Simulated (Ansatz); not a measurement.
The same path of C2H4FNOSi (10 atoms, charge 0, multiplicity 1) was run 3 times with different band settings. The coordinate that changes most is the dihedral O6–C2–Si3–H8.

Computed with RKS B3LYP-D4/def2-mTZVP (Ansatz).

Relaxed end points:

```xyz
10
Properties=species:S:1:pos:R:3
F -1.616 -0.359 1.079
C -0.554 0.067 0.353
Si 0.791 -1.292 0.139
N -0.075 1.414 0.705
C -0.439 1.727 -0.484
O -1.015 0.591 -0.978
H 1.330 -1.609 1.478
H 0.147 -2.478 -0.463
H 1.833 -0.735 -0.747
H -0.319 2.624 -1.079
```

```xyz
10
Properties=species:S:1:pos:R:3
F -0.529 0.477 1.846
C -0.222 0.321 0.535
Si 0.914 -1.198 0.214
N 0.137 1.568 -0.158
C -0.923 1.355 -0.846
O -1.480 0.242 -0.283
H 0.240 -2.394 0.762
H 1.094 -1.303 -1.248
H 2.199 -0.957 0.901
H -1.346 1.838 -1.719
```

Common settings: movable images 7; climbing image yes; spring 5.0 eV/Å²; start path IDPP; force threshold 0.05 eV/Å; end points relaxed.

| run | optimiser | iteration limit |
| --- | --- | --- |
| 1 | quadratic models (default) | 44 |
| 2 | quadratic models (default) | 3 |
| 3 | fire | 60 |

(1) What does each run give, and how far can it be trusted?

Answers

(1) Run 1: converged after 4 iterations, highest image 0.103 eV above the first end. A vibrational analysis at the climbing image gives one clearly imaginary mode, 149i cm⁻¹: a first-order saddle point.
Run 2: not converged after 3 iterations, highest image 0.103 eV above the first end. The band didn't meet its force threshold, so its energies are provisional: the largest band force was still 0.09 eV/Å, and over the last iterations the top moved between 0.10 and 0.19 eV.
Run 3: converged after 27 iterations, highest image 0.103 eV above the first end. Another band between the same ends (7 images) ends at a top of the same energy, where a vibrational analysis finds 1 clearly imaginary mode.
